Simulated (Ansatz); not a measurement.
The same path of CH₄S₂Si (8 atoms, charge 0, multiplicity 1) was run 3 times with different band settings. The coordinate that changes most is the dihedral H7–C2–S3–S4.

Level of theory: RHF/cc-pVDZ (Ansatz 0.2.0).

Relaxed end points:

```xyz
8
Properties=species:S:1:pos:R:3
Si -0.993 1.342 0.537
C 0.291 0.457 -0.163
S 1.059 -0.893 0.687
S 0.509 -2.590 -0.412
H -1.533 2.563 -0.091
H -1.596 0.981 1.831
H 0.727 0.742 -1.114
H 1.536 -2.602 -1.275
```

```xyz
8
Properties=species:S:1:pos:R:3
Si -0.863 1.296 0.457
C -0.428 0.040 -0.618
S -0.248 -1.636 -0.078
S 1.742 -2.102 -0.523
H -1.177 2.656 -0.020
H -1.012 1.085 1.907
H -0.331 0.214 -1.684
H 2.318 -1.553 0.558
```

Common settings: movable images 7; climbing image yes; spring 5.0 eV/Å²; start path IDPP; iteration limit 60; end points relaxed.

| run | optimiser | force threshold | largest step |
| --- | --- | --- | --- |
| 1 | quadratic models (default) | 0.03 eV/Å | default |
| 2 | fire | 0.03 eV/Å | 0.5 Å |
| 3 | quadratic models (default) | 0.2 eV/Å | default |

(1) What does each run give, and how far can it be trusted?

Results:

(1) Run 1: converged after 14 iterations, highest image 0.150 eV above the first end. A vibrational analysis at the climbing image gives one clearly imaginary mode, 110i cm⁻¹: a first-order saddle point.
Run 2: not converged after 60 iterations, highest image 0.160 eV above the first end. The band didn't meet its force threshold, so its energies are provisional: the largest band force was still 0.06 eV/Å, and over the last iterations the top stayed at 0.16 eV.
Run 3: converged after 6 iterations, highest image 0.156 eV above the first end. The threshold of 0.2 eV/Å is loose, so the images may lie well off the minimum-energy path. The order of the stationary point at the top wasn't checked.
